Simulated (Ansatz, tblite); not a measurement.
Cost and result up the ladder for the cluster InAs₂⁻ (the lowest singlet isomer of a short search) (3 atoms). Charge -1, multiplicity 1. Geometry: r2SCAN-D4/def2-TZVPD.

```xyz
3

In   -0.6903   -0.5775   -1.4064
As   -0.1681    1.2886    0.5445
As    0.8584   -0.7110    0.8619
```

Ansatz on 4 threads of Arm Neoverse V1 on a shared host; xTB runs through tblite on one thread. Times are rough, summed over both states, and most runs start from the orbitals of an earlier one. RPA@PBE/def2-TZVPD serves as the yardstick here, not as an exact answer. The other state is a quintet at its own geometry.

In the def2 sets In takes a core potential; there is no spin–orbit coupling. The xTB rows come from tblite. B3LYP takes the VWN-RPA correlation. Correlated methods freeze 22 core orbitals; core or outer-core shells of In, As are correlated, in sets that lack core-valence functions. At PBE0-D4/def2-TZVPD a singlet of charge -1 lies 2.35 eV below the quintet, each at its own geometry. The structure comes from a short search, and lower isomers may exist.

Run but left out: HF/STO-3G (singlet: restricted singlet, unstable in another Hartree–Fock run and untested here); HF/def2-TZVPD (singlet: restricted singlet, unstable towards broken spin symmetry).

Correlated methods converge slowly with the basis.

xTB has no spin-polarisation term.

```
                               level  functions  wall time  quintet − singlet (eV)  difference from RPA@PBE/def2-TZVPD (eV)                                               remarks
                            GFN1-xTB         27    0.007 s                    3.94                                     1.40                                                     –
LDA (SPW92)/def2-TZVPD (with forces)        164      3.2 s                    2.83                                     0.29  HOMO above zero (quintet), HOMO above zero (singlet)
                   PBE-D4/def2-TZVPD        164      5.2 s                    2.51                                    -0.03  HOMO above zero (quintet), HOMO above zero (singlet)
                      MP2/def2-TZVPD        164      8.9 s                    2.71                                     0.17                     restricted SCF unstable (singlet)
                  PBE0-D4/def2-TZVPD        164      9.6 s                    2.35                                    -0.19                             HOMO above zero (quintet)
                 B3LYP-D4/def2-TZVPD        164      9.7 s                    2.54                                     0.00                             HOMO above zero (quintet)
                  RPA@PBE/def2-TZVPD        164       11 s                    2.54                                     0.00                                                     –
             CAM-B3LYP-D4/def2-TZVPD        164       12 s                    2.44                                    -0.09                                                     –
                r2SCAN-D4/def2-TZVPD        164       14 s                    2.33                                    -0.21  HOMO above zero (quintet), HOMO above zero (singlet)
               r2SCANh-D4/def2-TZVPD        164       18 s                    2.28                                    -0.26  HOMO above zero (quintet), HOMO above zero (singlet)
```
